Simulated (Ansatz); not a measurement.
Ansatz (a quantum-chemistry and plane-wave program) input (B2PLYP/def2-TZVPD):

Ansatz 0.2 input:
```yaml
crystal:
  periodic: [false, false, false]
  atoms:
    - {symbol: C, position_ang: [-1.18178989, 1.67468157, -0.87384366]}
    - {symbol: C, position_ang: [-1.32386261, 0.32736069, -0.25854039]}
    - {symbol: C, position_ang: [-1.81140254, -0.81098094, -1.08651147]}
    - {symbol: Si, position_ang: [0.69504435, -0.19761183, 0.39981210]}
    - {symbol: O, position_ang: [1.51743326, -0.20217800, -0.96969900]}
    - {symbol: O, position_ang: [1.05275699, 1.08345634, 1.28031932]}
    - {symbol: O, position_ang: [0.43571666, -1.53802796, 1.23466027]}
    - {symbol: H, position_ang: [-0.71925374, 1.64189043, -1.85965189]}
    - {symbol: H, position_ang: [-0.66578142, 2.38989270, -0.23627153]}
    - {symbol: H, position_ang: [-2.20605498, 2.06253349, -1.01292458]}
    - {symbol: H, position_ang: [-1.65362703, 0.31556598, 0.78585797]}
    - {symbol: H, position_ang: [-2.88680519, -0.64140964, -1.25977748]}
    - {symbol: H, position_ang: [-1.34468654, -0.84706971, -2.07116991]}
    - {symbol: H, position_ang: [-1.73432601, -1.77470617, -0.58555632]}
    - {symbol: H, position_ang: [1.50689473, -0.89263032, -1.63916655]}
    - {symbol: H, position_ang: [1.13066038, 1.05180467, 2.24053779]}
    - {symbol: H, position_ang: [0.69743418, -2.43167666, 0.99188167]}
basis:
  gaussian:
    orbitals: def2-TZVPD
hamiltonian:
  xc: {name: B2PLYP}
total_charge: 1
magnetization: {spin_polarized: true, initial_magnetization: 1}
correlation: {electrons: outside_noble_gas}
```

Output:

```
Functional definition: B2PLYP
integrals: 1.62 GiB planned
2464 factors; integrals over basis functions are off by at most 1.2e-3 eV
0.52 GiB of the device are held for the grids
2.64 GiB of device memory are held for the factors and their scratch space
mean field: 4.53 GiB planned
mean field evaluation 1: about -17253.0043 eV, gradient 7.3e1 eV
mean field evaluation 2: about -17253.0796 eV, gradient 7.3e1 eV
mean field evaluation 4: about -17270.8116 eV, gradient 6.7e0 eV
mean field evaluation 8: about -17271.0046 eV, gradient 5.6e-1 eV
mean field evaluation 16: about -17271.0073 eV, gradient 2.4e-3 eV
mean field -17271.00725704 eV, -634.6978099871 hartree, gradient 7.4e-6 eV, S^2 0.755007; 0 other end points of the search recorded, 0 dependent functions left out
11 core orbitals not correlated
reference -17271.00745890 eV, -634.6978174051 hartree; 22, 21 occupied and 331, 332 virtual orbitals, 2464 factors
second order -43.12594428 eV of doubles, -0.00000000 eV of singles
Total energy: -17282.65146385 eV, -635.1257266946 hartree
```
